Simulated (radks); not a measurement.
W52+, 22 electrons, occupied as [Ar] 3d4 (the NIST ground configuration).

Method: scalar-relativistic Kohn-Sham, LB94 model potential, spin-polarised, spherical densities, finite nucleus; open shells are filled with parallel spins first (spin-orbit coupling, left out, can overturn this in heavy ions); Fermi nuclear charge, rms radius 5.3658 fm; computed with a radial shooting solver on a logarithmic mesh with Libxc functionals.

Energy parts (Ry):
| part | energy |
|---|---|
| kinetic | 30617.5442 |
| electron-nucleus | -61455.9265 |
| Hartree | 3872.8643 |
(The LB94 potential has no energy functional, so no total or exchange-correlation energy is given.)

Orbitals (lengths in bohr, moments of r in powers of bohr):
orbital  occ.  eigenvalue (Ry)  <1/r>      <r^2>
1s down     1        -5373.084  87.14  0.0004617
1s up       1        -5373.036  87.14  0.0004617
2s up       1        -1130.153  20.49   0.007014
2s down     1        -1130.095  20.50   0.007001
2p down     3        -1020.651  18.58   0.005770
2p up       3        -1020.634  18.57   0.005782
3s up       1        -423.2332  7.977    0.04188
3s down     1        -421.4339  7.958    0.04201
3p up       3        -390.6877  7.418    0.04150
3p down     3        -388.8894  7.402    0.04164
3d up       4        -358.0349  7.033    0.03287
3d down     0        -356.2935  7.036    0.03292

The highest occupied level is 3d up at -4871.3 eV. The spin density at the nucleus is 6.2 e/bohr^3 (1s 12.8, 2s -119.3, 3s 112.8). Spin moment in Bohr magnetons: 4. The electron density at the nucleus is 1.512e+06 e/bohr^3 (large components only). The density falls to 0.001 e/bohr^3 at r = 0.61 bohr.
